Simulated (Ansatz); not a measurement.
`OCO[SiH2]O` + H₂S → `OCO[SiH2]S` + H₂O  (ligand exchange at the Si–O bond)

Calculated with Ansatz (gas phase, PBE0-D4/def2-TZVP geometries, no zero-point term in ΔE). CCSD(T)/CBS is the MP2 limit (def2-TZVPP, def2-QZVPP) plus CCSD(T) − MP2 in def2-TZVPP, frozen cores. This one scheme is used for every species. DFT in def2-TZVPP. B3LYP here is the variant with VWN-RPA as its local correlation; programs differ in this. One conformer a species, not always the lowest.

**Question.** Is it downhill or uphill in electronic energy at CCSD(T)/CBS, and by how much? (An estimate is asked.)

**Answer.** Computed: Uphill: ΔE = +40.6 kJ/mol.

**Question.** What do these levels give: B3LYP, MP2/def2-TZVPP, CCSD/def2-TZVPP, MP2/def2-QZVPP, SCS-MP2/def2-QZVPP, CCSD/CBS(def2)? (An estimate is asked.)

**Answer.** Ansatz gave: B3LYP 51.3, MP2/def2-TZVPP 42.3, CCSD/def2-TZVPP 48.9, MP2/def2-QZVPP 39.6, SCS-MP2/def2-QZVPP 45.4, CCSD/CBS(def2) 43.7 kJ/mol.

Largest T1 diagnostic among the species: 0.012.

The D4 term adds −6.6 kJ/mol with B3LYP and −3.6 kJ/mol with PBE0; it sums over pairs of atoms, weighted by their polarisabilities, and B3LYP, whose exchange is more repulsive, gets the larger term. In def2-TZVPP, CCSD(T) changes the Hartree–Fock value by −15.7 kJ/mol (the triples alone add −3.1 kJ/mol) and MP2 by −19.3 kJ/mol.
